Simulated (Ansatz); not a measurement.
Input file for CH$_{3}$BrOSi (`Br[SiH]1CO1`):

```yaml
crystal:
  periodic: [false, false, false]
  atoms:
    - {symbol: Br, position_ang: [-2.619590, 0.093757, -0.291486]}
    - {symbol: Si, position_ang: [-0.454702, 0.213608, -0.620341]}
    - {symbol: C, position_ang: [0.727357, -0.090752, 0.697252]}
    - {symbol: O, position_ang: [0.445610, -1.132664, -0.330645]}
    - {symbol: H, position_ang: [-0.187274, 0.970957, -1.854171]}
    - {symbol: H, position_ang: [1.755255, 0.262971, 0.663930]}
    - {symbol: H, position_ang: [0.394744, -0.385876, 1.689762]}
basis:
  gaussian: {orbitals: def2-SVP}
correlation: {method: ccsd_t}
```

```sh
$ ansatz run in.yaml --threads 2 --pin off --events-out ev --progress --plain --max-ram 4352MiB
```

Log, shortened:

```
Functional definition: HF
901 factors; integrals over basis functions are off by at most 1.2e-3 eV
mean field evaluation 1: about -80960.6087 eV, gradient 3.2e1 eV
mean field evaluation 2: about -80960.6364 eV, gradient 3.2e1 eV
mean field evaluation 4: about -80963.1425 eV, gradient 3.2e0 eV
mean field evaluation 8: about -80963.1789 eV, gradient 2.0e-1 eV
mean field evaluation 16: about -80963.1425 eV, gradient 8.6e-1 eV
mean field -80963.17913375 eV, -2975.3419543514 hartree, gradient 6.1e-6 eV, S^2 0.000000; 0 other end points of the search recorded, 0 dependent functions left out
16 core orbitals not correlated: weight in the atoms' cores, before any rotation towards them, 1.000 or more for the frozen orbitals, at most 0.000 for the correlated occupied ones
reference -80963.17913375 eV, -2975.3419543514 hartree; 17, 17 occupied and 60, 60 virtual orbitals, 901 factors
second order -17.51725281 eV of doubles, -0.00000000 eV of singles
cycle   1  -17.65054763 eV  change   -1.3e-1 eV  update   9.8e-2
cycle   2  -18.08859213 eV  change   -4.4e-1 eV  update   2.9e-2
cycle   3  -18.19653150 eV  change   -1.1e-1 eV  update   1.6e-2
cycle   4  -18.18641868 eV  change    1.0e-2 eV  update   4.0e-3
cycle   5  -18.18587037 eV  change    5.5e-4 eV  update   2.0e-3
cycle   6  -18.18684265 eV  change   -9.7e-4 eV  update   6.1e-4
cycle   7  -18.18647673 eV  change    3.7e-4 eV  update   2.4e-4
cycle   8  -18.18640909 eV  change    6.8e-5 eV  update   6.8e-5
cycle   9  -18.18643671 eV  change   -2.8e-5 eV  update   2.4e-5
perturbative correction -0.50828327 eV, -0.0186790655 hartree
Total energy: -80981.87385372 eV, -2976.0289726387 hartree
```

Hardware: 2 threads of an AMD EPYC 7B13 on a shared host. Wall time 4.6 s, peak host memory 0.38 GiB.

Correlation energy per correlated electron: -0.550 eV. T1 diagnostic: 0.0114.
